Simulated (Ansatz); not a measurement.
FeF₃ was relaxed with PBE0-D4 (def2-TZVP, def2-TZVPD) in Ansatz in these states: charge +1 quintet, charge -1 quintet, neutral quartet, neutral sextet. The geometries follow in no particular order.

A:

```xyz
4

Fe    0.000    0.000    0.000
F    -0.314   -1.461   -0.909
F    -0.779    0.253    1.546
F     1.092    1.209   -0.637
```

B:

Cartesian coordinates in Å:
```
Fe -0.1310 0.1193 0.0471
F -1.5811 -0.4619 -0.6404
F 0.6306 1.3271 0.9821
F 1.0815 -0.9844 -0.3888
```

C:

```tsv
atom	x (Å)	y (Å)	z (Å)
Fe1	0.000	0.000	0.000
F2	1.450	-1.090	0.369
F3	-0.422	0.417	-1.753
F4	-1.028	0.672	1.384
```

D:

```xyz
4

Fe    0.032    0.166   -0.077
F     0.731    1.085    1.112
F    -0.517    0.052   -1.637
F    -0.246   -1.304    0.602
```

Problem. Judge from the bond lengths which geometry belongs to which state (an estimate).

Solution. A is the neutral sextet (Fe1–F4 1.749 Å, Fe1–F2 1.749 Å, Fe1–F3 1.749 Å); B is the neutral quartet (Fe1–F4 1.697 Å, Fe1–F2 1.707 Å, Fe1–F3 1.707 Å); C is the charge -1 quintet (Fe1–F4 1.851 Å, Fe1–F2 1.851 Å, Fe1–F3 1.851 Å); D is the charge +1 quintet (Fe1–F4 1.643 Å, Fe1–F2 1.657 Å, Fe1–F3 1.657 Å).

At PBE0-D4/def2-TZVP the charge 0 quartet is spin-contaminated (final ⟨S²⟩ up to 3.92, 3.75 for a pure state). At PBE0-D4/def2-TZVP a sextet lies 0.99 eV below the neutral quartet.
